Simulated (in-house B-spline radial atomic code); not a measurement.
Te⁴⁺. Computed with a B-spline radial atomic code. Model: all-electron spherical atom, spin shells full or empty, radial basis limit, no spin-orbit coupling: exact exchange with a local potential (Slater, KLI or optimised effective potential, whose far tail is KLI's), no correlation.

The run also made RPA and GW results, which its time includes.

The Slater potential averages the orbital exchange potentials with the orbital densities as weights, KLI adds orbital constants, and the optimised effective potential minimises the exact-exchange energy among local potentials. So their energies lie above Hartree-Fock in the order OEP, KLI, Slater. All fall off as −1/r, unlike LDA and GGA exchange.

Command:
```bash
python run_gw.py task.json out
```
Settings (nuclear radius in fm, other lengths in bohr, energies in hartree):
```
Z                      52
electrons              48
configuration          [Kr] 4d10 5s2
hamiltonian            x2c
method                 oep
lmax                   9
rms_radius             4.7423
spin_polarised         False
box_radius             11.96
intervals              99
ion_configuration      [Kr] 4d10 5s1
```

Run time, properties included: 33 s on 1 thread of Arm Neoverse N1, on a shared host.

Given: hamiltonian one-electron scalar X2C; mean-field start exchange-only OEP.

Computed: energy above Hartree-Fock 17.658 millihartree.

```tsv
radius (bohr)	r times exchange potential (hartree bohr)
0.000962	-0.046837
0.00121	-0.05878
0.00151	-0.073122
0.00189	-0.091082
0.00237	-0.11341
0.00298	-0.14113
0.00373	-0.17411
0.00468	-0.21397
0.00586	-0.26031
0.00735	-0.3136
0.00921	-0.37182
0.0115	-0.43105
0.0145	-0.48886
0.0181	-0.53103
0.0227	-0.5472
0.0285	-0.52453
0.0357	-0.48802
0.0448	-0.53036
0.0562	-0.68006
0.0704	-0.83566
0.0882	-0.93342
0.111	-0.93593
0.139	?
0.174	-0.90365
0.218	-1.1632
0.273	?
0.342	-1.2864
0.429	-0.94988
0.538	-0.89798
0.674	-1.2887
0.845	-1.4273
1.06	-1.3539
1.33	-1.1146
1.66	-0.93419
2.09	-0.96895
2.62	-1.0222
3.28	-1.027
```

Question: What belongs in the row 0.139?

Answer: r times exchange potential (hartree bohr): -0.84393.

Question: What belongs in the row 0.273?

Answer: r times exchange potential (hartree bohr): -1.3232.

| occupied | level (hartree) | Hartree-Fock level (hartree) |
| --- | --- | --- |
| 1s | -1161.9 | -1176.6 |
| 2s | ? | ? |
| 2p | -161.61 | -166.42 |
| 3s | ? | ? |
| 3p | -31.354 | -33.378 |
| 3d | -22.364 | -23.786 |
| 4s | -7.7716 | -8.6933 |
| 4p | -5.939 | -6.6306 |
| 4d | -3.2463 | -3.5286 |
| 5s | -2.0764 | -2.0754 |

Question: What belongs in the row 2s?

Answer: level (hartree): -179.76; Hartree-Fock level (hartree): -185.37.

Question: What belongs in the row 3s?

Answer: level (hartree): -37.279; Hartree-Fock level (hartree): -39.707.

| empty | level (hartree) |
| --- | --- |
| 5p | -1.6585 |
| 5d | -1.1197 |
| 6s | -1.0234 |

The highest level, 5s, differs from Hartree-Fock by -0.027 eV and the deepest, 1s, by +400 eV: a local potential can match the highest level but can't give each shell its own exchange.
